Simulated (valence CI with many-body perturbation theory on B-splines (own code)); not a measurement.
**Energy levels of Ti16+**

Computed by valence CI with perturbative core correlation (CI+MBPT): four valence electrons over a frozen Dirac-Fock core [He], a basis of 11 s, 11 p, 9 d, 7 f, 5 g, 2 h, 1 i functions for each j, with the one-electron correlation potential Σ1 (screened to all orders), the two-electron term Σ2, the three-electron term Σ3, Breit, model QED; selected single and double excitations, second order for the rest (own B-spline code, finite nucleus).

No measured levels were compared; by estimate levels of excited configurations hold to 0.05 to 0.15 % of their energy, terms of the ground configuration to about 0.5 %.

Levels 46 to 90 of 99, with energies above the lowest level, 2s²2p² ³P_0. "Leading %" is the weight of the configuration and term that name the level; weights of strongly mixed levels are sums over their largest components and can fall short.

| No. | Configuration | Term | J | E (eV) | Leading % | Second component | g |
| --- | --- | --- | --- | --- | --- | --- | --- |
| 46 | 2s2p²3s | ³P | 1 | 689.79 | 90 | 7 % 2s²2p3p ³P | 1.504 |
| 47 | 2s²2p3d | ³P° | 2 | 690.27 | 54 | 40 % 2s²2p3d ³D° | 1.347 |
| 48 | 2s²2p3d | ³P° | 1 | 690.50 | 76 | 20 % 2s²2p3d ³D° | 1.292 |
| 49 | 2s²2p3d | ³P° | 0 | 690.73 | 96 |  |  |
| 50 | 2s2p²3s | ³P | 2 | 693.15 | 89 | 7 % 2s²2p3p ³P | 1.489 |
| 51 | 2s²2p3d | ¹F° | 3 | 695.98 | 90 | 5 % 2s²2p3d ³D° | 1.016 |
| 52 | 2s²2p3d | ¹P° | 1 | 696.14 | 80 | 6 % 2s²2p3d ³D° | 1.047 |
| 53 | 2s2p²3p | ⁵D° | 0 | 696.30 | 96 |  |  |
| 54 | 2s2p²3p | ⁵D° | 1 | 696.49 | 55 | 22 % 2s2p²3p ³S° | 1.699 |
| 55 | 2s2p²3p | ³S° | 1 | 698.20 | 51 | 40 % 2s2p²3p ⁵D° | 1.819 |
| 56 | 2s2p²3p | ⁵D° | 2 | 698.49 | 86 | 12 % 2s2p²3p ⁵P° | 1.539 |
| 57 | 2s2p²3p | ⁵D° | 3 | 700.91 | 91 | 8 % 2s2p²3p ⁵P° | 1.511 |
| 58 | 2s2p²3p | ⁵P° | 1 | 701.80 | 77 | 14 % 2s2p²3p ³S° | 2.313 |
| 59 | 2s2p²3p | ⁵P° | 2 | 702.00 | 78 | 11 % 2s2p²3p ⁵D° | 1.763 |
| 60 | 2s2p²3p | ⁵D° | 4 | 703.84 | 98 |  | 1.495 |
| 61 | 2s2p²3p | ⁵P° | 3 | 704.18 | 81 | 11 % 2s2p²3p ³D° | 1.613 |
| 62 | 2s2p²3p | ³D° | 1 | 705.01 | 91 |  | 0.608 |
| 63 | 2s2p²3p | ³D° | 2 | 706.98 | 89 | 5 % 2s2p²3p ⁵P° | 1.213 |
| 64 | 2s2p²3s | ³D | 1 | 709.20 | 96 |  | 0.510 |
| 65 | 2s2p²3s | ³D | 2 | 709.48 | 94 |  | 1.173 |
| 66 | 2s2p²3p | ⁵S° | 2 | 709.70 | 91 | 5 % 2s2p²3p ⁵P° | 1.972 |
| 67 | 2s2p²3s | ³D | 3 | 709.84 | 95 |  | 1.337 |
| 68 | 2s2p²3p | ³D° | 3 | 710.08 | 87 | 10 % 2s2p²3p ⁵P° | 1.359 |
| 69 | 2s2p²3p | ³P° | 0 | 710.23 | 96 |  |  |
| 70 | 2s2p²3p | ³P° | 1 | 711.47 | 88 | 5 % 2s2p²3p ³S° | 1.482 |
| 71 | 2s2p²3p | ³P° | 2 | 712.10 | 90 |  | 1.484 |
| 72 | 2s2p²3s | ¹D | 2 | 715.80 | 95 |  | 1.011 |
| 73 | 2s2p²3d | ⁵F | 1 | 716.40 | 94 |  | 0.072 |
| 74 | 2s2p²3d | ⁵F | 2 | 716.98 | 86 | 11 % 2s2p²3d ⁵D | 1.063 |
| 75 | 2s2p²3d | ⁵F | 3 | 718.05 | 79 | 17 % 2s2p²3d ⁵D | 1.302 |
| 76 | 2s2p²3d | ⁵F | 4 | 719.93 | 84 | 15 % 2s2p²3d ⁵D | 1.370 |
| 77 | 2s2p²3d | ⁵D | 0 | 721.51 | 96 |  |  |
| 78 | 2s2p²3d | ⁵D | 1 | 721.57 | 87 | 4 % 2s2p²3d ⁵F | 1.468 |
| 79 | 2s2p²3d | ⁵D | 2 | 721.68 | 69 | 12 % 2s2p²3d ⁵F | 1.470 |
| 80 | 2s2p²3d | ⁵D | 3 | 722.11 | 53 | 25 % 2s2p²3d ⁵P | 1.486 |
| 81 | 2s2p²3d | ⁵F | 5 | 722.37 | 98 |  | 1.396 |
| 82 | 2s2p²3d | ⁵D | 4 | 724.06 | 81 | 14 % 2s2p²3d ⁵F | 1.465 |
| 83 | 2s2p²3s | ³S | 1 | 724.37 | 56 | 30 % 2s2p²3s ³P | 1.750 |
| 84 | 2s2p²3d | ³P | 2 | 725.12 | 81 | 7 % 2s2p²3d ⁵D | 1.434 |
| 85 | 2s2p²3s | ³P | 0 | 725.83 | 74 | 20 % 2s2p²3s ¹S |  |
| 86 | 2s2p²3d | ⁵P | 3 | 726.35 | 70 | 25 % 2s2p²3d ⁵D | 1.607 |
| 87 | 2s2p²3d | ⁵P | 2 | 727.33 | 78 | 10 % 2s2p²3d ³F | 1.668 |
| 88 | 2s2p²3d | ³F | 2 | 727.49 | 81 | 8 % 2s2p²3d ⁵P | 0.845 |
| 89 | 2s2p²3d | ³P | 1 | 727.78 | 57 | 29 % 2s2p²3d ⁵P | 1.772 |
| 90 | 2s2p²3d | ⁵P | 1 | 727.90 | 64 | 29 % 2s2p²3d ³P | 2.145 |

Names give the largest LS component (configuration and term), which can be under half, so a name can repeat, a term be missing and a line seem to break the LS rules; names also repeat where a configuration has a term twice.

Where two levels of one J and parity lie close, their mixing, g and order are uncertain.
